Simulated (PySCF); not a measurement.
# Electron correlation in Tl (thallium, neutral)

[Xe] 4f14 5d10 6s2 6p1, 2P determinant. All numbers are calculated (PySCF 2.14, scalar relativity through the core potential, in aug-cc-pVTZ-PP with one added diffuse shell each of d, f type with ECP60MDF (6s5p5d3f, 67 functions)). Frozen: 5s2 5p6 5d10; 3 electrons correlated.

```tsv
level	correlation energy (mhartree)
CCSD	-35.18
(T)	-0.52
CCSD(T)	-35.70
```

Diagnostics: T1 = 0.0099, D1 = 0.0224, largest double amplitude 0.040.

Spin-orbit coupling, absent here, splits the open shell strongly.

Cost of the coupled-cluster step: of the order of 3 core-seconds, for 3 correlated electrons.

Iterations:

```
CC2 = 0
CCSD nocc = (np.int64(2), np.int64(1)), nmo = (58, 58)
frozen orbitals [[0, 1, 2, 3, 4, 5, 6, 7, 8], [0, 1, 2, 3, 4, 5, 6, 7, 8]]
max_cycle = 100
direct = 0
conv_tol = 1e-08
conv_tol_normt = 1e-06
diis_space = 8
diis_start_cycle = 0
Init t2, MP2 energy = -0.0263001713023571
Init E_corr(UCCSD) = -0.0263001713058515
cycle = 1  E_corr(UCCSD) = -0.0322660456286644  dE = -0.00596587432  norm(t1,t2) = 0.041696
cycle = 2  E_corr(UCCSD) = -0.0340700387105369  dE = -0.00180399308  norm(t1,t2) = 0.0164059
cycle = 3  E_corr(UCCSD) = -0.0351916658989313  dE = -0.00112162719  norm(t1,t2) = 0.00715836
cycle = 4  E_corr(UCCSD) = -0.0351772745352286  dE = 1.43913637e-05  norm(t1,t2) = 0.000949581
cycle = 5  E_corr(UCCSD) = -0.0351836423587496  dE = -6.36782352e-06  norm(t1,t2) = 0.000169538
cycle = 6  E_corr(UCCSD) = -0.0351818493608623  dE = 1.79299789e-06  norm(t1,t2) = 3.35092e-05
cycle = 7  E_corr(UCCSD) = -0.0351824084123047  dE = -5.59051442e-07  norm(t1,t2) = 7.80251e-06
cycle = 8  E_corr(UCCSD) = -0.0351823791497844  dE = 2.92625203e-08  norm(t1,t2) = 2.06331e-06
cycle = 9  E_corr(UCCSD) = -0.0351823258265003  dE = 5.33232841e-08  norm(t1,t2) = 6.17123e-07
cycle = 10  E_corr(UCCSD) = -0.0351823430776716  dE = -1.72511713e-08  norm(t1,t2) = 1.62069e-07
cycle = 11  E_corr(UCCSD) = -0.0351823409759151  dE = 2.10175649e-09  norm(t1,t2) = 3.29977e-08
UCCSD converged
E(UCCSD) = -171.5503708209592  E_corr = -0.03518234097591512
UCCSD(T) correction = -0.000516171632086636
```
